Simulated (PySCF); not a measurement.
A structure optimised at B3LYP-D3(BJ)/def2-SVP, used in a PySCF frequency run:

```
Ta
O 1 1.6905
Cl 1 2.2437 2 104.24
Cl 1 2.2437 2 104.24 3 -111.46
```
Charge +1, spin multiplicity 1.

Task: Write its SMILES, formula and point group.

Result: [O]=[Ta+]([Cl])[Cl], Cl₂OTa, Cs

Task: What are its rotational constants (standard atomic weights)?

Result: 3.4868, 1.9656, 1.4613 GHz
